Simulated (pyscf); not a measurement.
`[CH2][SiH]([CH3])[CH3]` [doublet] → `[CH3][Si]([CH3])[CH3]` [doublet], a hydrogen shift (doublet surface; H–Si broken, C–H formed). PySCF, gas phase, ωB97X-D3(BJ)/def2-SVP geometries. Energies in kJ/mol from the reactant's lowest minimum found.

AM1 to PM7: differences of heats of formation from MOPAC, which are fitted to 298 K values and so differ in kind from electronic energies by zero-point and thermal terms. Open shells are spin-unrestricted. 

Q: In single points PM3 puts the saddle at 110.6 kJ/mol and the reaction energy at -50.0 kJ/mol. Should these be trusted to within a few kcal/mol? Compare with ωB97M-D3(BJ)/def2-TZVP.

A: ωB97M-D3(BJ)/def2-TZVP gives ΔE‡ = 159.4 kJ/mol and ΔE = -36.0 kJ/mol. PM3 lies 48.8 kJ/mol under it in the barrier and 13.9 kJ/mol under it in the reaction energy, so on this step it does not hold to within 12.6 kJ/mol. ωB97M-D3(BJ)/def2-TZVP has limits of its own. This is the saddle that the search found; another between the same sides may lie lower.
